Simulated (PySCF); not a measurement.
Geometry:
```json
{"atom": "Si1", "x (Å)": "1.183", "y (Å)": "0.871", "z (Å)": "0.720"}
{"atom": "O2", "x (Å)": "0.793", "y (Å)": "2.239", "z (Å)": "1.558"}
{"atom": "O3", "x (Å)": "1.644", "y (Å)": "1.082", "z (Å)": "-0.841"}
{"atom": "O4", "x (Å)": "2.467", "y (Å)": "0.232", "z (Å)": "1.549"}
{"atom": "N5", "x (Å)": "-0.254", "y (Å)": "-0.099", "z (Å)": "0.733"}
{"atom": "Si6", "x (Å)": "-1.135", "y (Å)": "-0.814", "z (Å)": "-0.545"}
{"atom": "O7", "x (Å)": "-2.761", "y (Å)": "-0.699", "z (Å)": "-0.270"}
{"atom": "O8", "x (Å)": "-0.610", "y (Å)": "-0.017", "z (Å)": "-1.914"}
{"atom": "O9", "x (Å)": "-0.883", "y (Å)": "-2.417", "z (Å)": "-0.847"}
{"atom": "H10", "x (Å)": "1.548", "y (Å)": "2.693", "z (Å)": "1.943"}
{"atom": "H11", "x (Å)": "0.932", "y (Å)": "0.887", "z (Å)": "-1.475"}
{"atom": "H12", "x (Å)": "3.016", "y (Å)": "-0.369", "z (Å)": "1.037"}
{"atom": "H13", "x (Å)": "-0.665", "y (Å)": "-0.223", "z (Å)": "1.655"}
{"atom": "H14", "x (Å)": "-3.083", "y (Å)": "0.161", "z (Å)": "0.016"}
{"atom": "H15", "x (Å)": "-0.658", "y (Å)": "-0.547", "z (Å)": "-2.716"}
{"atom": "H16", "x (Å)": "-1.569", "y (Å)": "-3.015", "z (Å)": "-0.538"}
```

Geometry: PBE0-D3(BJ)/def2-SVP; GIAO shifts from PySCF 2.14.0 with density-fitted response routines, gas phase, non-relativistic, averaged over equivalent atoms.

At wB97X-D/pcSseg-1 (202 basis functions, 58 s wall time on 1 thread of an Intel Xeon, shared host):
```tsv
atoms	δ (ppm)
Si1/Si6	-54.8
O2/O3/O4/O7/O8/O9	53.4
N5	41.9
H10/H11/H12/H14/H15/H16	2.35
H13	0.54
```

Referencing at the same level of theory: 29Si (σ = 352.93 ppm) and 1H (σ = 31.38 ppm) against TMS; 17O (σ = 333.19 ppm) vs H2O; 15N (σ = 263.98 ppm) vs NH3.

Question: Estimate the result of repeating the calculation with PBE0/pcSseg-1.

Answer: 
| atoms | δ at PBE0/pcSseg-1 | change |
| --- | --- | --- |
| Si1/Si6 | -55.8 | -1.0 |
| O2/O3/O4/O7/O8/O9 | 56.9 | +3.5 |
| N5 | 45.1 | +3.2 |
| H10/H11/H12/H14/H15/H16 | 2.32 | -0.03 |
| H13 | 0.54 | +0.00 |

δ = σ(ref) − σ, references computed at the same level: TMS for 29Si (σref 351.99), 1H (σref 31.27); 17O (σref 334.56) vs H2O; 15N (σref 265.67) vs NH3.

The largest change is at O2/O3/O4/O7/O8/O9 (oxygen bonded to Si, H). Cost: 202 basis functions, 61 s wall time on 1 thread of an Intel Xeon, shared host.

The averaged H atoms aren't alike in the static structure (σ from 26 to 30 ppm); the average presumes fast exchange among these sites. Experimental scales use liquid or dissolved standards, which lie at an offset from isolated NH3 (liquid NH3: subtract about 20 ppm) and H2O (liquid H2O: subtract about 36 ppm).
